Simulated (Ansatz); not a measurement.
Molecule: sum formula Si$_{2}$N$_{2}$H$_{7}$ (charge 0, doublet). It need not be the lowest isomer of its formula. 
Geometry from a B3LYP-D3(BJ)/def2-TZVP (Ansatz, an electronic-structure program) optimisation:
```
N
H 1 1.0130
Si 1 1.7334 2 113.85
N 3 1.7180 1 107.03 2 48.07
H 4 1.0058 3 122.54 1 -157.36
H 4 1.0092 5 112.82 3 165.85
Si 1 1.7337 2 115.41 3 -171.12
H 7 1.4778 1 107.92 2 -170.43
H 7 1.4839 8 109.97 1 -119.84
H 7 1.4847 8 108.86 9 -117.26
H 3 1.4981 4 116.44 5 86.59
```
Charge 0, spin multiplicity 2.

Computed values are from Ansatz. Valence correlation only, unless marked. Open shells are spin-unrestricted. Spin-orbit coupling is left out. No relativistic terms. Basis-set limits of correlation are two-point, X^-3; Hartree-Fock from the larger set.

```
Item                                                                   Value
---------------------  -----------------------------------------------------
atomisation energy De  3527.8 kJ/mol at CCSD(T)/CBS(cc-pV(T+d)Z,cc-pV(Q+d)Z)
total energy            -691.7824 Eh at CCSD(T)/CBS(cc-pV(T+d)Z,cc-pV(Q+d)Z)
dipole moment                              1.62 D at CCSD(T)/aug-cc-pV(D+d)Z
T1 diagnostic                                      0.013 at CCSD/cc-pV(Q+d)Z
```
